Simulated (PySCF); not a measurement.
Isomers of C8H15P, mass 142.091 u with the commonest isotopes. The calculation used PBE0/pcSseg-1 in PySCF (dipole) on a GFN2-xTB geometry, gas phase. One conformer each, none proved a minimum here; rigid rotors.

Question: Order these by radius of gyration √(Σ m r²/M), smallest first.
A. `[CH2:1]1[CH2:2][CH2:3][P:4]([CH:5]2[CH2:6][CH2:7]2)[CH2:8][CH2:9]1` with C3–P4–C5–C6 98°, C9–C1–C2–C3 62°, C1–C2–C3–P4 -66°, C2–C3–P4–C5 160°, P4–C5–C6–C7 108°
B. `[CH2:1]=[CH:2][P:3]([CH3:4])[CH:5]1[CH2:6][CH2:7][CH2:8][CH2:9]1` with C1–C2–P3–C4 29°, C2–P3–C5–C6 -40°, P3–C5–C6–C7 121°, C5–C6–C7–C8 26°, C6–C7–C8–C9 -41°, C7–C8–C9–C5 39°
C. `[CH2:1]=[P:2]1([CH:3]([CH3:4])[CH3:5])[CH2:6][CH:7]=[CH:8][CH2:9]1` with C1–P2–C3–C4 42°, C1–P2–C6–C7 154°, P2–C6–C7–C8 -14°, C7–C8–C9–P2 14°, C1–P2–C9–C8 -137°

Answer: C (2.008 Å), B (2.185 Å), A (2.255 Å).

Question: Order these by rotational constant B, smallest first.
A. `[CH2:1]=[CH:2][P:3]([CH3:4])[CH:5]1[CH2:6][CH2:7][CH2:8][CH2:9]1` with C1–C2–P3–C4 29°, C2–P3–C5–C6 -40°, P3–C5–C6–C7 121°, C5–C6–C7–C8 26°, C6–C7–C8–C9 -41°, C7–C8–C9–C5 39°
B. `[CH2:1]1[CH2:2][CH2:3][P:4]([CH:5]2[CH2:6][CH2:7]2)[CH2:8][CH2:9]1` with C3–P4–C5–C6 98°, C9–C1–C2–C3 62°, C1–C2–C3–P4 -66°, C2–C3–P4–C5 160°, P4–C5–C6–C7 108°
C. `[CH2:1]=[P:2]1([CH:3]([CH3:4])[CH3:5])[CH2:6][CH:7]=[CH:8][CH2:9]1` with C1–P2–C3–C4 42°, C1–P2–C6–C7 154°, P2–C6–C7–C8 -14°, C7–C8–C9–P2 14°, C1–P2–C9–C8 -137°

Answer: B (853.1 MHz), A (939.6 MHz), C (1292 MHz).

Question: Order these by rotational constant A, smallest first.
A. `[CH2:1]=[CH:2][P:3]([CH3:4])[CH:5]1[CH2:6][CH2:7][CH2:8][CH2:9]1` with C1–C2–P3–C4 29°, C2–P3–C5–C6 -40°, P3–C5–C6–C7 121°, C5–C6–C7–C8 26°, C6–C7–C8–C9 -41°, C7–C8–C9–C5 39°
B. `[CH2:1]=[P:2]1([CH:3]([CH3:4])[CH3:5])[CH2:6][CH:7]=[CH:8][CH2:9]1` with C1–P2–C3–C4 42°, C1–P2–C6–C7 154°, P2–C6–C7–C8 -14°, C7–C8–C9–P2 14°, C1–P2–C9–C8 -137°
C. `[CH2:1]1[CH2:2][CH2:3][P:4]([CH:5]2[CH2:6][CH2:7]2)[CH2:8][CH2:9]1` with C3–P4–C5–C6 98°, C9–C1–C2–C3 62°, C1–C2–C3–P4 -66°, C2–C3–P4–C5 160°, P4–C5–C6–C7 108°

Answer: B (1883 MHz), A (2236 MHz), C (3116 MHz).

| SMILES | point group | Ia (u·Å²) | Ib (u·Å²) | Ic (u·Å²) | κ | μa (D) | μb (D) | μc (D) |
| --- | --- | --- | --- | --- | --- | --- | --- | --- |
| C=CP(C)C1CCCC1 | C1 | 226.01 | 537.88 | 592.40 | -0.87 | 0.59 | 0.39 | 1.15 |
| C1CCP(C2CC2)CC1 | Cs | 162.20 | 592.38 | 690.68 | -0.90 | 0.25 | 0.00 | 1.21 |
| C=P1(C(C)C)CC=CC1 | C1 | 268.42 | 391.15 | 486.65 | -0.40 | 1.57 | 2.49 | 0.69 |
